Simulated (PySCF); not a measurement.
**Electron correlation in Fe(8+) (iron, charge +8)**

Starting occupation: [Ar]. All numbers are calculated (PySCF 2.14, X2C-1e with screened-nucleus spin-orbit coupling, Gaussian nucleus, in an even-tempered Gaussian basis (20 s from 0.12 bohr⁻², ratio 2.6; 14 p from 0.16 bohr⁻², ratio 2.6; 6 d from 0.17 bohr⁻², ratio 2.8; 3 f from 6.5 bohr⁻², ratio 2.8)). Frozen: [Ne]; 8 electrons correlated; the 58 highest virtual spinors left out.

MP2 pair energies summed by pair of shells (mhartree):

```tsv
pair	energy	share (%)
3p3/2-3p3/2	-97.09	36.7
3p1/2-3p3/2	-93.83	35.4
3p3/2-3s1/2	-25.48	9.6
3p1/2-3p1/2	-25.06	9.5
3p1/2-3s1/2	-12.86	4.9
3s1/2-3s1/2	-10.44	3.9
```

Total MP2 correlation energy: -264.76 mhartree.

The virtual space was cut to 56 spinors, which keep -255.62 of the -264.76 mhartree of MP2 correlation.

```tsv
level	correlation energy (mhartree)
CCSD	-279.13
(T)	-3.44
CCSD(T)	-282.57
```

Diagnostics: T1 = 0.0013, largest double amplitude 0.051.

Problem. Is a single reference adequate?

Solution. Yes: T1 lies below 0.03 and no double amplitude reaches 0.07.

The coupled-cluster values are those of the cut space; adding the MP2 remainder, -9.14 mhartree, estimates the full space.
